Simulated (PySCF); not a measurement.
# Which determinant of SbF⁺ lies lowest?

Unrestricted PBE0; basis Sb x2c-SVPall, F x2c-SVPall; spin-free X2C with a Gaussian nucleus; PySCF 2.14. Outer shells of the fragments: Sb+ 4d10 5s2 5p2; F 2s2 2p5.

Followed along the bond (rough minima from three points):

```csv
2Ms+1,unpaired,⟨S²⟩ at the start,R at minimum (Å),Te (eV)
2,π ↑,0.75,1.89,0.00
4,"σ ↑, π ↑↑",3.76,none in the scan,≤ 4.02
```

Solutions found at the starting distance of 2.080 Å, counted from the lowest of them; the search is not exhaustive and high or unbound solutions are not listed, so other states can lie among these:

| 2Ms+1 | unpaired | term | E (eV) | ⟨S²⟩ | ⟨Lz²⟩ | μ (D) |
| --- | --- | --- | --- | --- | --- | --- |
| 2 | π ↑ | ²Π | 0.00 | 0.75 | 1.01 | -3.75 |
| 2 | σ ↑ | ²Σ⁺ | 2.63 | 0.75 | 0.00 | -3.31 |
| 4 | σ ↑, π ↑↑ | ⁴Σ⁻ | 3.59 | 3.76 | 0.00 | -1.47 |
| 4 | π ↑↑↑ | ⁴Π | 3.71 | 3.76 | 1.00 | 0.76 |
| 2 | σ ↓, π ↑↑ | mixed | 4.05 | 1.76 | 0.00 | -0.77 |
| 2 | π ↑↑↓ | mixed | 4.07 | 1.76 | 3.02 | 0.76 |
| 4 | σ ↑↑, π ↑ | ⁴Π | 5.38 | 3.75 | 1.00 | -0.74 |
| 4 | σ ↑, π ↑↑ | mixed | 5.40 | 3.75 | 2.01 | 1.04 |
| 4 | σ ↑, π ↑↑ | mixed | 5.51 | 3.75 | 2.01 | 1.03 |

A term symbol is given only where ⟨S²⟩ and ⟨Lz²⟩ are close to those of a pure state; real π, δ and φ orbitals otherwise mix terms. A positive dipole points towards F; it is taken about the centre of mass and depends on that origin.

Spin–orbit coupling is left out. Counting both spins, an empty level lies below a filled one in some of these solutions, because spin and occupation are held.
